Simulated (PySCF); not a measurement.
Two species compared at the same levels of theory.

First species: C8H12P2.
Bonds: C1–C2, C2–P3 (aromatic), P3–C4 (aromatic), C4–C5 (aromatic), C5–P6 (aromatic), P6–C7 (aromatic), C7–C8, C8–C9, C8–C10, C2–C7 (aromatic). Hydrogens: H11, H12, H13 on C1; H14 on C4; H15 on C5; H16 on C8; H17, H18, H19 on C9; H20, H21, H22 on C10.

Second species: C₇H₉ClF₂.
Cartesian coordinates in Å at the GFN2-xTB level; atoms count from 1:
```xyz
19
C7H9ClF2 angstrom
C      2.6157    0.5729   -0.8807
C      1.8495   -0.4910   -0.7334
C      0.4004   -0.5465   -1.1245
C     -0.4652   -0.7132    0.0955
C     -1.1468   -1.8303    0.3102
Cl    -2.1610   -2.0734    1.6855
C     -0.5152    0.4565    1.0385
C     -1.7061    1.3535    0.7214
F     -1.5493    1.9589   -0.4832
F     -1.8058    2.3534    1.6300
H      3.6513    0.5752   -0.5863
H      2.2408    1.4858   -1.3147
H      2.2405   -1.3985   -0.2934
H      0.2393   -1.3839   -1.8059
H      0.1230    0.3795   -1.6318
H     -1.1237   -2.6762   -0.3577
H      0.3955    1.0519    0.9505
H     -0.6276    0.1194    2.0704
H     -2.6653    0.8153    0.7021
```

Levels: PBE0/pcSseg-1 for dipole moment, HOMO energy, LUMO energy and HOMO–LUMO gap; GFN2-xTB for rotational constant A and rotational constant C. Geometries: GFN2-xTB. All species are isolated and taken at one optimised geometry, non-relativistic unless stated; the electronic structure was computed with PySCF and density fitting.

The conformers computed, where there is a choice (atom-mapped SMILES and torsion angles):
- `[CH3:1][c:2]1[p:3][cH:4][cH:5][p:6][c:7]1[CH:8]([CH3:9])[CH3:10]`: P6–C7–C8–C9 74°
- `[CH2:1]=[CH:2][CH2:3]/[C:4](=[CH:5]/[Cl:6])[CH2:7][CH:8]([F:9])[F:10]`: C1–C2–C3–C4 -114°, C2–C3–C4–C5 -112°, C3–C4–C7–C8 94°, C4–C7–C8–F9 -67°

```csv
property,column X,column Y
dipole moment,1.17 D,2.19 D
HOMO energy,-6.74 eV,-7.41 eV
LUMO energy,-2.20 eV,-0.62 eV
HOMO–LUMO gap,4.54 eV,6.79 eV
rotational constant A,1.461 GHz,1.063 GHz
rotational constant C,0.602 GHz,0.535 GHz
```

Q: Which column belongs to which species?

A: Column X is the first species and column Y the second. The first has 22 atoms and 90 electrons, the second 19 and 86.

Q: How does each property change from the first species to the second?

A: dipole moment +1.02 D; HOMO energy -0.67 eV; LUMO energy +1.58 eV; HOMO–LUMO gap +2.25 eV; rotational constant A -0.398 GHz; rotational constant C -0.067 GHz.

On the first: A dipole of 1.17 D is allowed in C1, and pure rotational transitions are dipole-allowed. In atomic units the dipole is 0.46 e·bohr (1 au = 2.5417 D).

On the second: A dipole of 2.19 D is allowed in C1, and pure rotational transitions are dipole-allowed. The dipole matches unit charges of opposite sign 0.46 Å apart (1 e·Å = 4.8032 D).
